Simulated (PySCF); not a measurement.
H6OSeSi2, singlet, geometry from GFN2-xTB. Base run: PySCF with B3LYP/6-31G.

The PySCF input:
```python
from pyscf import gto, scf, dft, solvent

mol = gto.Mole()
mol.atom = '''
    Se    0.20223462    0.22330946    0.94460433
    Si    1.70910879    0.98855479   -0.57383071
    H     2.65122933   -0.06628619   -0.93865545
    H     2.36628459    2.08504612    0.13053651
    H     0.99312576    1.46532513   -1.75532463
    O    -0.52260618   -1.02412672   -0.20009644
    Si   -1.86264858   -0.98076512   -1.12691231
    H    -3.06902861   -0.84423917   -0.31179279
    H    -1.69269723   -2.28467022   -1.75443640
    H    -1.79448469    0.13626097   -2.07570034
'''
mol.basis = '6-31g'
mol.verbose = 3
mol.build()

mf = dft.RKS(mol)
mf.xc = 'b3lyp'
mf.kernel()
mf.analyze()
```

Base: dipole (D) 1.86; HOMO-LUMO gap (eV) 4.57.

A changed run: ΔE vs base (kJ/mol) -13.45; dipole (D) 2.40; HOMO-LUMO gap (eV) 4.66.

Task: What was changed between the two runs?
A) model = IEF-PCM; solvent = toluene
B) model = ddCOSMO; solvent = tetrahydrofuran
C) model = IEF-PCM; solvent = tetrahydrofuran; vdw_scale = 1.0
D) model = IEF-PCM; solvent = tetrahydrofuran; vdw_scale = 1.4

Result: B, model = ddCOSMO; solvent = tetrahydrofuran

The base is the gas phase, so ΔE is the electrostatic part of solvation at a fixed geometry, without cavity and dispersion terms.
